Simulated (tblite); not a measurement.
Isomers of C7H4ClO (doublet state). Method: GFN2-xTB as coded in tblite; computed harmonic values from a numerical Hessian at the method's own geometry, unscaled. Against measured fundamentals such values can be off by several per cent, at times by over 20. One conformer each. Open shells enter through the occupations alone, without spin polarisation, and single modes of such species can be off by tens of per cent.

Electronic energies: GFN2-xTB at the same geometries; isomer energies are rough at this level and their order can be wrong.

| SMILES | electronic energy, lowest = 0 (kcal/mol) |
| --- | --- |
| O=[C]c1ccccc1Cl | 0.0 |
| O=[C]c1cccc(Cl)c1 | 0.3 |
| O=Cc1[c]cc(Cl)cc1 | 32.3 |
| O=Cc1c[c]c(Cl)cc1 | 33.0 |

How do GFN2-xTB zero-point energies change the relative energies?

| SMILES | ZPE (kcal/mol) | of it from modes above 1550 cm⁻¹ | electronic (kcal/mol) | with ZPE, lowest = 0 (kcal/mol) | lowest mode (cm⁻¹) | rings |
| --- | --- | --- | --- | --- | --- | --- |
| O=[C]c1ccccc1Cl | 53.1 | 23.1 | 0.0 | 0.0 | 97 | 1 |
| O=[C]c1cccc(Cl)c1 | 53.0 | 23.2 | 0.3 | 0.2 | 102 | 1 |
| O=Cc1[c]cc(Cl)cc1 | 52.4 | 22.0 | 32.3 | 31.6 | 73 | 1 |
| O=Cc1c[c]c(Cl)cc1 | 52.3 | 21.9 | 33.0 | 32.2 | 72 | 1 |

The zero-point energies span 0.8 kcal/mol, from `O=Cc1c[c]c(Cl)cc1` to `O=[C]c1ccccc1Cl`. The order is unchanged.

What do entropy and thermal enthalpy add at 298.15 K and 1 bar (rigid rotor, harmonic oscillator, one conformer each)?

```
           SMILES  point group  symmetry number  S (cal/(mol K))  H − H(0) (kcal/mol)  ZPE + H − H(0) − TS (kcal/mol)
  O=[C]c1ccccc1Cl           Cs                1             90.3                 5.62                            31.7
O=[C]c1cccc(Cl)c1           Cs                1             90.3                 5.60                            31.7
O=Cc1[c]cc(Cl)cc1           Cs                1             90.1                 5.56                            31.1
O=Cc1c[c]c(Cl)cc1           Cs                1             90.1                 5.56                            31.0
```

S holds R ln(2S + 1) for the spin.
